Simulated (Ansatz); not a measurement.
Reaction (ligand exchange at the Si–C bond): `C=C(F)[SiH2][SeH]` + H₂Te → `[SeH][SiH2][TeH]` + `C=CF`

Gas-phase electronic energies from Ansatz, PBE0-D4/def2-TZVP geometries. CCSD(T)/CBS adds triple-zeta CCSD(T) − MP2 to the extrapolated MP2 energy (def2 sets, frozen cores). DFT in def2-TZVPP. B3LYP here is the variant with VWN-RPA as its local correlation; programs differ in this. def2 core potentials past Kr. For Se, Te outer-core shells are correlated without core-valence functions, which leaves a few kJ/mol of doubt a bond. Scalar relativity is left out up to krypton. One conformer a species, not always the lowest.

Q: Is it downhill or uphill in electronic energy at CCSD(T)/CBS, and by how much? (An estimate is asked.)

A: The calculation gave: Downhill: ΔE = -16.0 kcal/mol.

Q: What do these levels give: r2SCAN-D4, B3LYP-D4, ωB97X-V, SCS-MP2/def2-TZVPP, HF/def2-QZVPP, MP2/CBS(def2)? (Best estimate.)

A: Computed: r2SCAN-D4 -15.1, B3LYP-D4 -14.7, ωB97X-V -14.4, SCS-MP2/def2-TZVPP -15.2, HF/def2-QZVPP -15.1, MP2/CBS(def2) -17.9 kcal/mol.

Largest T1 diagnostic among the species: 0.012.
